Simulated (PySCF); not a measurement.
Simulation results for GeH$_{3}$NOSi, GeH$_{2}$O$_{2}$Si, CH$_{6}$BGe, CH$_{8}$Ge$_{2}$Si and others

Computed with PySCF 2.14.0. Calculation on a computer-drawn molecule: optimised geometry and harmonic frequencies of an isolated molecule of the commonest isotopes, restricted reference for singlets and unrestricted otherwise, frozen core in MP2; on germanium a core potential holds 10 electrons, which the energies leave out, and 3d is frozen in MP2 and coupled-cluster steps.

Common to all runs: multiplicity 1.

```json
{"entry": 1, "formula": "GeH3NOSi", "start_structure": {"atoms_angstrom": [["O", -1.4623, 1.3504, -0.6043], ["Si", -2.3081, 0.7497, 0.6412], ["N", -2.8285, -0.7034, 0.7737], ["Ge", -3.5053, -2.3636, 0.5863], ["H", -1.1781, 2.2526, -0.5874], ["H", -2.5008, 1.8075, 1.6384], ["H", -2.3135, -3.1524, 1.3097]]}, "given": {"charge": 0, "method": "MP2", "basis": "cc-pV(D+d)Z", "basis_and_core_potential_on_germanium": "cc-pVDZ-PP ECP10MDF", "drawn_bonds_atom": [1, 2, 3, 1, 2, 4], "drawn_bonds_other_atom": [2, 3, 4, 5, 6, 7], "drawn_bonds_order": [1, 2, 1, 1, 1, 1]}, "results": {"optimised_atom_element": ["O", "Si", "N", "Ge", "H", "H", "H"], "optimised_atom_x [angstrom]": [-1.451, -2.308, -2.803, -3.501, -1.193, -2.507, -2.334], "optimised_atom_y [angstrom]": [1.332, 0.776, -0.7172, -2.382, 2.263, 1.86, -3.191], "optimised_atom_z [angstrom]": [-0.6442, 0.6512, 0.8664, 0.5434, -0.5807, 1.629, 1.292], "modes_frequency [cm^-1]": [46.26, 120.0, 256.5, 308.9, 323.9, 431.4, 520.2, 780.5, 800.5, 863.6, 969.5, 1307, 1893, 2325, 3867], "modes_reduced_mass [dalton]": [9.278, 4.103, 1.208, 1.227, 4.576, 9.287, 1.236, 1.081, 1.057, 4.468, 1.429, 14.22, 1.022, 1.044, 1.067], "rotational_constants [GHz]": [19.07, 1.211, 1.153], "total_energy [hartree]": -713.9100, "convergence_status_largest_gradient_component [hartree/bohr]": 3.018e-05}}
{"entry": 2, "formula": "GeH2O2Si", "start_structure": {"atoms_angstrom": [["O", 0.0499, 0.2055, -2.757], ["Ge", -0.3728, 0.0391, -1.2029], ["O", -0.938, -1.5553, -0.6531], ["Si", 0.5137, 0.4569, 0.9515], ["H", -1.3153, -2.1133, -1.3365], ["H", -0.6683, 1.1041, 1.5309]]}, "given": {"charge": 0, "method": "HF", "basis": "cc-pV(D+d)Z", "basis_and_core_potential_on_germanium": "cc-pVDZ-PP ECP10MDF", "drawn_bonds_atom": [1, 2, 2, 3, 4], "drawn_bonds_other_atom": [2, 3, 4, 5, 6], "drawn_bonds_order": [2, 1, 1, 1, 1]}, "results": {"optimised_atom_element": ["O", "Ge", "O", "Si", "H", "H"], "optimised_atom_x [angstrom]": [-0.1115, -0.1906, -0.9937, 0.6217, -1.373, -0.6838], "optimised_atom_y [angstrom]": [0.3699, -0.178, -1.708, 0.5385, -2.149, 1.263], "optimised_atom_z [angstrom]": [-2.614, -1.092, -0.7216, 1.101, -1.472, 1.332], "modes_frequency [cm^-1]": [88.26, 175.4, 211.5, 247.5, 347.2, 458.0, 692.8, 748.0, 928.0, 1046, 2177, 4111], "modes_reduced_mass [dalton]": [10.28, 6.466, 1.116, 7.81, 11.41, 1.155, 1.13, 10.04, 1.158, 17.29, 1.042, 1.067], "rotational_constants [GHz]": [7.006, 2.697, 1.981], "total_energy [hartree]": -733.1379, "convergence_status_largest_gradient_component [hartree/bohr]": 3.258e-05}}
{"entry": 3, "formula": "CH6BGe", "start_structure": {"atoms_angstrom": [["C", -1.2095, -1.9545, -2.5515], ["B", -0.1003, -0.7985, -2.2818], ["Ge", 0.444, -0.1331, -0.4471], ["H", -0.9677, -2.5534, -3.4004], ["H", -1.304, -2.5708, -1.6566], ["H", -2.2474, -1.503, -2.7195], ["H", -0.0218, -0.0157, -3.2301], ["H", 0.9156, -1.5502, 0.2458], ["H", 1.9144, 0.2222, -0.7301]]}, "given": {"charge": -1, "method": "HF", "basis": "aug-cc-pVDZ", "basis_and_core_potential_on_germanium": "aug-cc-pVDZ-PP ECP10MDF", "drawn_bonds_atom": [1, 2, 1, 1, 1, 2, 3, 3], "drawn_bonds_other_atom": [2, 3, 4, 5, 6, 7, 8, 9], "drawn_bonds_order": [1, 1, 1, 1, 1, 1, 1, 1]}, "results": {"optimised_atom_element": ["C", "B", "Ge", "H", "H", "H", "H", "H", "H"], "optimised_atom_x [angstrom]": [-1.266, -0.215, 0.5908, -0.8738, -1.452, -2.231, -0.08771, 0.9357, 2.022], "optimised_atom_y [angstrom]": [-1.935, -0.7498, -0.2556, -2.583, -2.563, -1.56, 0.01616, -1.587, 0.3596], "optimised_atom_z [angstrom]": [-2.527, -2.277, -0.4752, -3.324, -1.653, -2.892, -3.217, 0.302, -0.7081], "modes_frequency [cm^-1]": [144.7, 201.8, 275.0, 317.7, 524.9, 638.6, 715.1, 838.3, 879.4, 969.0, 1018, 1180, 1402, 1542, 1562, 1941, 1966, 2510, 3101, 3140, 3192], "modes_reduced_mass [dalton]": [1.119, 2.737, 1.128, 1.274, 1.733, 1.296, 1.112, 1.309, 1.3, 1.182, 2.621, 1.474, 1.303, 1.051, 1.057, 1.022, 1.018, 1.089, 1.043, 1.095, 1.096], "rotational_constants [GHz]": [30.6, 3.1, 2.911], "total_energy [hartree]": -359.3987, "convergence_status_largest_gradient_component [hartree/bohr]": 5.029e-06}}
{"entry": 4, "formula": "CH8Ge2Si", "start_structure": {"atoms_angstrom": [["Ge", 0.4383, 2.0706, 0.7909], ["C", -0.9761, 1.1738, 0.1497], ["Si", -0.846, -0.467, -0.7304], ["Ge", -2.669, -0.7904, -2.0957], ["H", 1.7723, 2.0343, 0.1683], ["H", 0.2855, 3.4547, 1.443], ["H", -1.9474, 1.3486, 0.5919], ["H", 0.3997, -0.5129, -1.4793], ["H", -0.729, -1.6514, 0.2715], ["H", -2.5151, -0.3015, -3.4928], ["H", -3.0781, -2.2572, -2.2769], ["H", -3.9769, -0.1255, -1.7047]]}, "given": {"charge": 0, "method": "HF", "basis": "cc-pV(D+d)Z", "basis_and_core_potential_on_germanium": "cc-pVDZ-PP ECP10MDF", "drawn_bonds_atom": [1, 2, 3, 1, 1, 2, 3, 3, 4, 4, 4], "drawn_bonds_other_atom": [2, 3, 4, 5, 6, 7, 8, 9, 10, 11, 12], "drawn_bonds_order": [2, 1, 1, 1, 1, 1, 1, 1, 1, 1, 1]}, "results": {"optimised_atom_element": ["Ge", "C", "Si", "Ge", "H", "H", "H", "H", "H", "H", "H", "H"], "optimised_atom_x [angstrom]": [0.3578, -0.9515, -0.9198, -2.629, 1.675, 0.2723, -1.845, 0.4033, -1.132, -2.385, -2.672, -4.017], "optimised_atom_y [angstrom]": [2.213, 1.025, -0.6024, -0.7274, 1.992, 3.55, 1.301, -0.7815, -1.74, 0.3152, -2.113, -0.4548], "optimised_atom_z [angstrom]": [0.4145, 0.4117, -0.4745, -2.169, -0.309, 1.134, 0.9654, -1.125, 0.4573, -3.27, -2.832, -1.568], "modes_frequency [cm^-1]": [48.97, 92.7, 134.8, 165.9, 318.5, 369.6, 387.6, 500.2, 536.0, 543.0, 588.4, 705.4, 798.2, 836.5, 852.5, 921.3, 936.8, 966.7, 968.4, 981.1, 1019, 1226, 2190, 2192, 2205, 2272, 2276, 2282, 2290, 3310], "modes_reduced_mass [dalton]": [6.854, 1.104, 2.147, 3.724, 1.748, 2.459, 1.087, 1.339, 1.325, 1.103, 1.372, 1.473, 1.199, 1.281, 1.175, 1.087, 1.15, 1.02, 1.023, 1.562, 1.053, 1.894, 1.023, 1.023, 1.012, 1.029, 1.037, 1.028, 1.026, 1.086], "rotational_constants [GHz]": [6.87, 0.5155, 0.4972], "total_energy [hartree]": -918.1542, "convergence_status_largest_gradient_component [hartree/bohr]": 1.502e-05}}
{"entry": 5, "formula": "GeH2O2Si", "start_structure": {"atoms_angstrom": [["O", -2.7252, -2.0721, 1.2816], ["Si", -1.9695, -2.3762, 0.0151], ["Ge", -0.2683, -0.7886, -0.9131], ["O", 0.8129, -2.1833, -1.2274], ["H", -2.1562, -3.6542, -0.7271], ["H", 1.6666, -1.9703, -1.5802]]}, "given": {"charge": 0, "method": "MP2", "basis": "cc-pV(D+d)Z", "basis_and_core_potential_on_germanium": "cc-pVDZ-PP ECP10MDF", "drawn_bonds_atom": [1, 2, 3, 2, 4], "drawn_bonds_other_atom": [2, 3, 4, 5, 6], "drawn_bonds_order": [2, 1, 1, 1, 1]}, "results": {"optimised_atom_element": ["O", "Si", "Ge", "O", "H", "H"], "optimised_atom_x [angstrom]": [-3.125, -1.917, 0.0093, 0.6756, -1.8, 1.518], "optimised_atom_y [angstrom]": [-1.971, -2.351, -0.8354, -2.22, -3.705, -1.963], "optimised_atom_z [angstrom]": [1.01, 0.1073, -0.452, -1.438, -0.5271, -1.851], "modes_frequency [cm^-1]": [29.49, 99.5, 194.5, 348.8, 412.4, 578.6, 686.6, 806.4, 885.0, 1111, 2178, 3802], "modes_reduced_mass [dalton]": [4.587, 7.255, 14.0, 9.094, 1.253, 1.136, 14.23, 1.124, 1.096, 17.45, 1.044, 1.067], "rotational_constants [GHz]": [9.106, 1.803, 1.505], "total_energy [hartree]": -733.7473, "convergence_status_largest_gradient_component [hartree/bohr]": 8.589e-06}}
{"entry": 6, "formula": "AlBGeH5O", "start_structure": {"atoms_angstrom": [["O", -1.8015, 0.3915, 2.8561], ["Al", -1.2735, -0.1392, 1.3701], ["B", -0.5616, -0.7283, -0.4216], ["Ge", 0.3302, 0.4719, -1.7707], ["H", -2.045, 0.6286, 3.6828], ["H", -0.8076, -1.8669, -0.7244], ["H", -0.8093, 0.8817, -2.6648], ["H", 0.8338, 1.7838, -1.1815], ["H", 1.3355, -0.1236, -2.6261]]}, "given": {"charge": 1, "method": "HF", "basis": "cc-pV(D+d)Z", "basis_and_core_potential_on_germanium": "cc-pVDZ-PP ECP10MDF", "drawn_bonds_atom": [1, 2, 3, 1, 3, 4, 4, 4], "drawn_bonds_other_atom": [2, 3, 4, 5, 6, 7, 8, 9], "drawn_bonds_order": [1, 1, 1, 1, 1, 1, 1, 1]}, "results": {"optimised_atom_element": ["O", "Al", "B", "Ge", "H", "H", "H", "H", "H"], "optimised_atom_x [angstrom]": [-1.855, -1.284, -0.4841, 0.3, -2.193, -0.5918, -0.9362, 1.023, 1.223], "optimised_atom_y [angstrom]": [0.3966, -0.1496, -0.808, 0.5539, 0.7045, -1.987, 1.109, 1.67, -0.1896], "optimised_atom_z [angstrom]": [2.845, 1.449, -0.4631, -1.866, 3.669, -0.6053, -2.574, -1.116, -2.818], "modes_frequency [cm^-1]": [26.39, 71.53, 145.3, 179.3, 356.4, 365.5, 371.2, 397.6, 597.2, 615.6, 716.1, 876.5, 920.9, 954.6, 959.8, 1082, 2239, 2253, 2286, 2783, 4243], "modes_reduced_mass [dalton]": [1.163, 5.428, 4.875, 9.557, 1.258, 1.574, 1.198, 1.317, 1.355, 4.129, 1.476, 1.092, 1.117, 1.05, 1.023, 11.19, 1.021, 1.018, 1.02, 1.092, 1.073], "rotational_constants [GHz]": [16.49, 0.9173, 0.8785], "total_energy [hartree]": -637.5214, "convergence_status_largest_gradient_component [hartree/bohr]": 1.223e-05}}
{"entry": 7, "formula": "AlGeH2O2", "start_structure": {"atoms_angstrom": [["O", 2.5141, -0.9703, -2.8026], ["Al", 1.067, -0.538, -2.404], ["Ge", -1.253, 0.3107, -1.7449], ["O", -1.5427, 1.9706, -1.5063], ["H", -2.5432, -0.4387, -1.5005], ["H", -0.8852, 2.654, -1.6008]]}, "given": {"charge": 1, "method": "MP2", "basis": "cc-pV(D+d)Z", "basis_and_core_potential_on_germanium": "cc-pVDZ-PP ECP10MDF", "drawn_bonds_atom": [1, 2, 3, 3, 4], "drawn_bonds_other_atom": [2, 3, 4, 5, 6], "drawn_bonds_order": [2, 1, 1, 1, 1]}, "results": {"optimised_atom_element": ["O", "Al", "Ge", "O", "H", "H"], "optimised_atom_x [angstrom]": [2.594, 1.05, -1.27, -1.58, -2.6, -0.8373], "optimised_atom_y [angstrom]": [-0.9213, -0.5878, 0.2941, 1.992, -0.4047, 2.616], "optimised_atom_z [angstrom]": [-2.819, -2.403, -1.742, -1.495, -1.484, -1.616], "modes_frequency [cm^-1]": [46.55, 62.57, 158.4, 246.3, 341.6, 647.6, 719.7, 800.3, 911.6, 1054, 2248, 3750], "modes_reduced_mass [dalton]": [11.1, 11.31, 9.135, 19.14, 1.27, 1.053, 1.049, 9.836, 1.138, 19.02, 1.022, 1.068], "rotational_constants [GHz]": [15.09, 1.368, 1.254], "total_energy [hartree]": -686.4141, "convergence_status_largest_gradient_component [hartree/bohr]": 4.141e-06}}
{"entry": 8, "formula": "ClGeH2NSi", "start_structure": {"atoms_angstrom": [["Cl", -1.7849, -0.1643, -3.2475], ["Si", -1.5019, -0.4805, -1.2538], ["N", -2.2308, 0.2629, -0.1078], ["Ge", -3.3368, 1.0808, 1.0708], ["H", -0.4901, -1.5244, -1.1153], ["H", -2.4042, 2.3472, 1.3496]]}, "given": {"charge": 0, "method": "MP2", "basis": "cc-pV(D+d)Z", "basis_and_core_potential_on_germanium": "cc-pVDZ-PP ECP10MDF", "drawn_bonds_atom": [1, 2, 3, 2, 4], "drawn_bonds_other_atom": [2, 3, 4, 5, 6], "drawn_bonds_order": [1, 2, 1, 1, 1]}, "results": {"optimised_atom_element": ["Cl", "Si", "N", "Ge", "H", "H"], "optimised_atom_x [angstrom]": [-1.81, -1.487, -2.167, -3.375, -0.4776, -2.432], "optimised_atom_y [angstrom]": [-0.1481, -0.5024, 0.2599, 1.106, -1.561, 2.367], "optimised_atom_z [angstrom]": [-3.252, -1.266, -0.04587, 1.056, -1.144, 1.348], "modes_frequency [cm^-1]": [40.78, 136.4, 256.0, 277.7, 402.9, 466.8, 597.3, 773.3, 866.8, 1269, 1913, 2353], "modes_reduced_mass [dalton]": [19.55, 4.694, 5.235, 1.38, 16.16, 1.175, 12.14, 1.085, 1.1, 14.64, 1.022, 1.044], "rotational_constants [GHz]": [11.37, 0.8278, 0.778], "total_energy [hartree]": -1097.9202, "convergence_status_largest_gradient_component [hartree/bohr]": 6.969e-06}}
{"entry": 9, "formula": "AlClGeH2O", "start_structure": {"atoms_angstrom": [["Al", -1.4246, 1.7496, 0.8536], ["O", -0.862, 0.17, 0.5647], ["Ge", -0.0915, -1.3927, 0.4763], ["Cl", 1.518, -1.4252, 1.9357], ["H", 0.5506, -1.5838, -0.8873], ["H", -1.0698, -2.4828, 0.8797]]}, "given": {"charge": 0, "method": "MP2", "basis": "cc-pV(D+d)Z", "basis_and_core_potential_on_germanium": "cc-pVDZ-PP ECP10MDF", "drawn_bonds_atom": [1, 2, 3, 3, 3], "drawn_bonds_other_atom": [2, 3, 4, 5, 6], "drawn_bonds_order": [1, 1, 1, 1, 1]}, "results": {"optimised_atom_element": ["Al", "O", "Ge", "Cl", "H", "H"], "optimised_atom_x [angstrom]": [-1.383, -0.9179, -0.08869, 1.506, 0.5668, -1.062], "optimised_atom_y [angstrom]": [1.78, 0.1664, -1.407, -1.39, -1.605, -2.509], "optimised_atom_z [angstrom]": [0.9065, 0.512, 0.4717, 1.943, -0.8935, 0.8829], "modes_frequency [cm^-1]": [39.97, 67.38, 212.0, 414.0, 448.0, 561.1, 684.6, 820.2, 881.9, 981.7, 2228, 2231], "modes_reduced_mass [dalton]": [23.78, 6.81, 18.44, 31.49, 27.25, 1.164, 1.048, 1.15, 1.09, 5.013, 1.015, 1.026], "rotational_constants [GHz]": [5.091, 1.473, 1.16], "total_energy [hartree]": -1071.4104, "convergence_status_largest_gradient_component [hartree/bohr]": 1.44e-05}}
{"entry": 10, "formula": "C2H9AlGe", "start_structure": {"atoms_angstrom": [["Al", -0.8752, -0.1303, 0.4449], ["C", 0.7342, 1.0474, 0.752], ["C", 1.8603, 0.0723, 1.0433], ["Ge", 1.9882, -1.2298, -0.3569], ["H", -1.2244, -1.1445, 1.5188], ["H", -1.8528, -0.0363, -0.702], ["H", 0.9119, 1.7023, -0.167], ["H", 0.6704, 1.8771, 1.5026], ["H", 1.6109, -0.4748, 1.9164], ["H", 2.8213, 0.5823, 1.117], ["H", 2.3893, -0.7082, -1.7085], ["H", 2.8295, -2.3765, -0.1544], ["H", 0.5858, -1.7808, -0.6426]]}, "given": {"charge": 0, "method": "HF", "basis": "cc-pV(D+d)Z", "basis_and_core_potential_on_germanium": "cc-pVDZ-PP ECP10MDF", "drawn_bonds_atom": [1, 2, 3, 1, 1, 2, 2, 3, 3, 4, 4, 4], "drawn_bonds_other_atom": [2, 3, 4, 5, 6, 7, 8, 9, 10, 11, 12, 13], "drawn_bonds_order": [1, 1, 1, 1, 1, 1, 1, 1, 1, 1, 1, 1]}, "results": {"optimised_atom_element": ["Al", "C", "C", "Ge", "H", "H", "H", "H", "H", "H", "H", "H", "H"], "optimised_atom_x [angstrom]": [-1.146, 0.64, 1.843, 2.213, -1.451, -2.304, 0.8076, 0.5726, 1.669, 2.756, 2.758, 3.206, 0.8849], "optimised_atom_y [angstrom]": [0.06691, 0.9184, 0.01431, -1.312, -1.142, 0.6478, 1.436, 1.73, -0.5339, 0.5991, -0.6336, -2.387, -2.003], "optimised_atom_z [angstrom]": [0.6096, 0.6203, 0.9629, -0.442, 1.587, -0.3015, -0.3327, 1.364, 1.894, 1.116, -1.706, 0.01594, -0.8228], "modes_frequency [cm^-1]": [49.57, 116.5, 143.2, 196.5, 262.3, 466.7, 513.0, 531.6, 571.7, 644.1, 659.0, 748.1, 846.9, 885.9, 927.4, 962.2, 970.6, 1053, 1140, 1193, 1355, 1375, 1544, 1569, 1971, 1979, 2155, 2208, 2224, 3098, 3164, 3171, 3215], "modes_reduced_mass [dalton]": [3.543, 1.069, 1.138, 1.929, 2.063, 1.154, 1.388, 1.335, 1.814, 1.853, 1.561, 1.497, 1.077, 1.375, 1.042, 1.026, 1.025, 2.231, 1.049, 1.408, 1.359, 1.318, 1.077, 1.087, 1.058, 1.026, 1.021, 1.023, 1.015, 1.069, 1.086, 1.063, 1.103], "rotational_constants [GHz]": [7.099, 1.412, 1.266], "total_energy [hartree]": -616.2447, "convergence_status_largest_gradient_component [hartree/bohr]": 1.29e-05}}
```
